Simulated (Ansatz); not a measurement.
Computed with Ansatz on PBE0-D4/def2-TZVP structures; ΔE is electronic, products minus reactants. CBS: MP2 limit from def2 TZ/QZ plus the TZ coupled-cluster correction, frozen cores. This one scheme is used for every species. DFT in def2-TZVPP. HSE06 is defined as in plane-wave codes. Each species was taken in one conformer, which may not be the lowest.

Consider the silylene loss: `CB(F)O[SiH3]` → `CB(O)F` + `[SiH2]`.

`CB(F)O[SiH3]`:

Cartesian coordinates in Å:
```
C -0.124 1.881 0.861
B 0.199 0.393 0.521
F 0.998 -0.306 1.343
O -0.287 -0.240 -0.569
Si -0.087 -1.788 -1.131
H 0.801 2.461 0.933
H -0.599 1.948 1.845
H -0.776 2.348 0.124
H 1.344 -2.049 -1.417
H -0.880 -1.885 -2.378
H -0.589 -2.764 -0.133
```

`CB(O)F`:

Z-matrix (Å, degrees):
```
C
B 1 1.558
H 1 1.094 2 110.3
H 1 1.090 2 112.6 3 121.6
H 1 1.094 2 110.2 3 -116.8
O 2 1.353 1 122.1 3 -121.7
F 2 1.343 1 119.9 3 58.3
H 6 0.962 2 112.8 1 -180.0
```

`[SiH2]`:

Z-matrix (Å, degrees):
```
Si
H 1 1.525
H 1 1.525 2 91.2
```

```
       level  ΔE (kJ/mol)
      PBE-D4        309.1
  r2SCAN0-D4        340.5
    HSE06-D4        321.4
CAM-B3LYP-D4        327.3
      B2PLYP        318.0
        BLYP        289.3
   CAM-B3LYP        321.1
 HF/def2-SVP        302.5
```

(1) What does CCSD(T)/CBS give? (Best estimate.)

Largest T1 diagnostic among the species: 0.014.

Answers

(1) Computed: +320.5 kJ/mol. The listed levels differ from it by -11.4, 20.0, 0.9, 6.8, -2.5, -31.2, 0.6, -18.0 kJ/mol.

From BLYP to BHLYP (50 % exact exchange), in def2-TZVPP and without D4, ΔE moves by +34.4 kJ/mol. Leaving LDA and LC-ωPBE aside and taking each functional with its dispersion term where it has one, the values, not all of them listed here, spread over 36.9 kJ/mol, from BLYP-D4 to r2SCAN0-D4. LDA lies +32.4 kJ/mol from PBE without D4.
